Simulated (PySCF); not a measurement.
NbO, quartet, geometry from GFN2-xTB (such geometries of metal compounds can be far from the true shape) (core potentials on Nb); BLYP/def2-SVP (PySCF).

The PySCF input:
```python
from pyscf import gto, scf, dft

mol = gto.M(
    atom='''
Nb   -0.00000000   -0.00000000   -0.28078053
O     0.00000000    0.00000000    1.43900022
''',
    basis='def2-svp',
    ecp={'Nb': 'def2-svp'},
    spin=3,
    verbose=4,
)

mf = dft.UKS(mol)
mf.xc = 'blyp'
mf.kernel()
```

The log (banner, timings and long lists left out):

```
PySCF version 2.14.0

[INPUT] verbose = 4
[INPUT] num. atoms = 2
[INPUT] num. electrons = 21
[INPUT] charge = 0
[INPUT] spin (= nelec alpha-beta = 2S) = 3
[INPUT] symmetry False subgroup None
[INPUT] Mole.unit = angstrom
[INPUT] Symbol           X                Y                Z      unit          X                Y                Z       unit  Magmom
[INPUT]  1 Nb     0.000000000000   0.000000000000  -0.280780530000 AA    0.000000000000   0.000000000000  -0.530598302810 Bohr   0.0
[INPUT]  2 O      0.000000000000   0.000000000000   1.439000220000 AA    0.000000000000   0.000000000000   2.719316308989 Bohr   0.0

nuclear repulsion = 32.0008407674525
number of shells = 17
number of NR pGTOs = 81
number of NR cGTOs = 45
basis = def2-svp
ecp = {'Nb': 'def2-svp'}

******** <class 'pyscf.dft.uks.UKS'> ********
method = UKS
initial guess = minao
damping factor = 0
level_shift factor = 0
DIIS = <class 'pyscf.scf.diis.CDIIS'>
diis_start_cycle = 1
diis_space = 8
diis_damp = 0
SCF conv_tol = 1e-09
SCF conv_tol_grad = None
SCF max_cycles = 50
direct_scf = True
direct_scf_tol = 1e-13
number electrons alpha = 12  beta = 9
XC library pyscf.dft.libxc version 7.1.2
    S. Lehtola, C. Steigemann, M. J. T. Oliveira, and M. A. L. Marques,  SoftwareX 7, 1–5 (2018)
XC functionals = blyp
    A. D. Becke,  Phys. Rev. A 38, 3098 (1988)
    C. Lee, W. Yang, and R. G. Parr,  Phys. Rev. B 37, 785 (1988)
    B. Miehlich, A. Savin, H. Stoll, and H. Preuss,  Chem. Phys. Lett. 157, 200 (1989)
radial grids:
    Treutler-Ahlrichs [JCP 102, 346 (1995); DOI:10.1063/1.469408] (M4) radial grids

becke partition: Becke, JCP 88, 2547 (1988); DOI:10.1063/1.454033
pruning grids: <function nwchem_prune>
grids dens level: 3
symmetrized grids: False
atomic radii adjust function: <function treutler_atomic_radii_adjust>
small_rho_cutoff = 0
Set gradient conv threshold to 3.16228e-05
tot grids = 36520
init E= -125.102973557088

cycle= 1 E= -131.219678312416  delta_E= -6.12  |g|= 1.12  |ddm|= 2.76

cycle= 2 E= -129.427090868987  delta_E= 1.79  |g|= 1.84  |ddm|= 3.91
cycle= 3 E= -131.525381076507  delta_E= -2.1  |g|= 1.19  |ddm|= 3.58
cycle= 4 E= -132.057870042339  delta_E= -0.532  |g|= 0.125  |ddm|= 0.759
cycle= 5 E= -132.065040749554  delta_E= -0.00717  |g|= 0.114  |ddm|= 0.441
cycle= 6 E= -132.070933510211  delta_E= -0.00589  |g|= 0.0177  |ddm|= 0.11
cycle= 7 E= -132.071066839715  delta_E= -0.000133  |g|= 0.007  |ddm|= 0.0279
cycle= 8 E= -132.071093915596  delta_E= -2.71e-05  |g|= 0.000538  |ddm|= 0.00737
cycle= 9 E= -132.071094284327  delta_E= -3.69e-07  |g|= 0.000138  |ddm|= 0.00119
cycle= 10 E= -132.0710943097  delta_E= -2.54e-08  |g|= 8.84e-05  |ddm|= 0.000421
cycle= 11 E= -132.071094313405  delta_E= -3.7e-09  |g|= 6.59e-06  |ddm|= 8.01e-05
cycle= 12 E= -132.071094313429  delta_E= -2.39e-11  |g|= 1.54e-06  |ddm|= 8.79e-06
Extra cycle  E= -132.071094313403  delta_E= 2.54e-11  |g|= 8.01e-06  |ddm|= 5.72e-06
converged SCF energy = -132.071094313403  <S^2> = 3.7648444  2S+1 = 4.0074153
```
